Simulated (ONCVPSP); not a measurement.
LDA (Perdew-Zunger) ONCV dataset for technetium (Tc), scalar-relativistic all-electron reference.

Tc (Z = 43), optimised norm-conserving Vanderbilt (ONCV), made with ONCVPSP 4.0.1 (LDA (Perdew-Zunger), scalar-relativistic). Core [Kr], reference 4d5 5s2. Waves: 5s: rc 2.00 bohr, ncon 5, nbas 9, qcut 4.2 1/bohr, 2 projectors, debl 3.9 Ha; p scattering state at 0.11 Ha: rc 2.10 bohr, ncon 4, nbas 7, qcut 3.4 1/bohr, 2 projectors, debl 1.9 Ha; 4d: rc 1.85 bohr, ncon 4, nbas 9, qcut 9.6 1/bohr, 1 projector. Local part: polynomial inside 1.65 bohr (lpopt 5, dvloc0 3 Ha). Core correction: none.

All-electron outer shells of the reference configuration (LDA (Perdew-Zunger), scalar-relativistic, ld1.x):

```tsv
shell	level (eV)	outermost node (bohr)	outermost maximum (bohr)
4p	-45.40	0.51	1.03
4d	-6.81	0.50	1.27
5s	-5.27	1.28	2.72
```

Q: Does the generator finish with these settings?

A: No. ONCVPSP 4.0.1 stopped with "optimize: ERROR ps0norm > uunorm, code will stop": the continuity conditions at rc already need more norm inside rc than the all-electron wave has, so norm conservation cannot be met. It happened in the s channel.
